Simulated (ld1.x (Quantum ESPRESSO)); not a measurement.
## Before and after: TM potential for thallium (Tl)

ld1.x (Quantum ESPRESSO) 7.5 input, shortened:

```
&input
   title='Tl', zed=81., rel=1, dft='PBE', iswitch=3,
   config='[Xe] 4f14 5d10 6s2 6p1 6d-2'
 /
 &inputp
   pseudotype=2, tm=.true., lloc=0,
   nlcc=.false.
 /
3
6P  2  1   1.00   0.00  2.50  2.50  0.0
6D  3  2  -2.00  -0.05  2.40  2.40  0.0
6S  1  0   2.00   0.00  2.25  2.25  0.0
 &test
   configts(1)='6s2 6p1'
 /
```

All-electron outer shells of the reference configuration (PBE, scalar-relativistic, ld1.x):

```json
{"shell": "5p", "level (eV)": "-76.10", "outermost node (bohr)": "0.50", "outermost maximum (bohr)": "0.91"}
{"shell": "5d", "level (eV)": "-15.49", "outermost node (bohr)": "0.53", "outermost maximum (bohr)": "1.11"}
{"shell": "6s", "level (eV)": "-9.55", "outermost node (bohr)": "1.04", "outermost maximum (bohr)": "2.08"}
{"shell": "6p", "level (eV)": "-2.37", "outermost node (bohr)": "1.23", "outermost maximum (bohr)": "2.91"}
```

Change: all radii scaled by about 0.87 (s 1.96, p 2.18, d 2.08 bohr).

Cutoffs: the cutoffs (Ry, on a coarse ladder) from which the occupation-weighted sum of valence levels, in a spherical-Bessel basis at the reference potential, stays within 10 and 1 mRy of its value at 400 Ry; they do not see the model core or the augmentation charge, which bear on the density cutoff. Errors are all-electron minus pseudo energies relative to the spin-unpolarised reference configuration.

What does the change do?

The potential gets harder (18 Ry and 30 Ry → 21 Ry and 35 Ry); the bound ghost in d disappears; of the 7 tests that both files solve, the error grows in 0 and shrinks in 1 by more than 15 % and 0.3 meV (median size 33.9 → 36.9 meV). A smaller radius makes the pseudo-wave follow the all-electron one further in, where it bends more sharply, so more plane waves are needed.

```tsv
quantity	base	changed
cutoff, loose	18 Ry	21 Ry
cutoff, tight	30 Ry	35 Ry
bound ghosts	d	none
error for 6s2 6p0, meV [ΔE 5.17 eV]	+48	+47
error for 6s1 6p0, meV [ΔE 25.95 eV]	+106	+104
error for 6s2 6p0.5, meV [ΔE 1.85 eV]	+8.8	+8.7
error for 6s1 6p1, meV [ΔE 13.44 eV]	-8.5	-6.3
error for 6s2 6p1.3, meV [ΔE -0.49 eV]	+2.1	+2.1
error for 6s1 6p2, meV [ΔE 7.40 eV]	+34	+37
error for 6s0 6p3, meV [ΔE 15.21 eV]	+186	+200
```

 A true bound ghost makes a file unfit for plane-wave use even where its test errors are small: the radial tests pick states by their node count and pass the ghost by.
